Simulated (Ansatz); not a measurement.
`CO[SiH2][SeH]`. The species carries charge 0 and has multiplicity 1. Geometry: relaxed with PBE0-D4/def2-TZVP. It is one conformer, not always the lowest.

```xyz
10

C    -0.804    0.794    1.269
O    -0.729   -0.068    0.154
Si    0.697   -0.613   -0.442
Se    0.354   -1.678   -2.407
H    -0.533    0.273    2.193
H    -0.148    1.664    1.151
H    -1.833    1.145    1.357
H     1.623    0.539   -0.609
H     1.315   -1.632    0.448
H     0.058   -0.425   -3.114
```

Question: What is the dipole moment at PBE/def2-TZVPP? (An estimate is asked.)

Answer: The calculation gave: 1.73 D, with components (0.08, 1.37, 1.05) D in this frame, pointing from negative to positive charge.

Question: And with r2SCAN, B3LYP, ωB97M-V? (Estimate.)

Answer: Computed: r2SCAN 1.86 D, B3LYP 1.87 D, ωB97M-V 1.92 D.

Question: Give the Mulliken charges with PBE, ωB97M-V, r2SCAN in def2-TZVPP. (An estimate is asked.)

Answer: Computed: 
```csv
atom,PBE,ωB97M-V,r2SCAN
C1,-0.15,-0.19,0.00
O2,-0.29,-0.35,-0.37
Si3,0.36,0.35,0.46
Se4,-0.15,-0.18,-0.18
H5,0.10,0.12,0.06
H6,0.09,0.11,0.06
H7,0.11,0.13,0.07
H8,-0.07,-0.03,-0.08
H9,-0.07,-0.04,-0.09
H10,0.06,0.07,0.07
```

B3LYP here is the variant with VWN-RPA as its local correlation; programs differ in this.
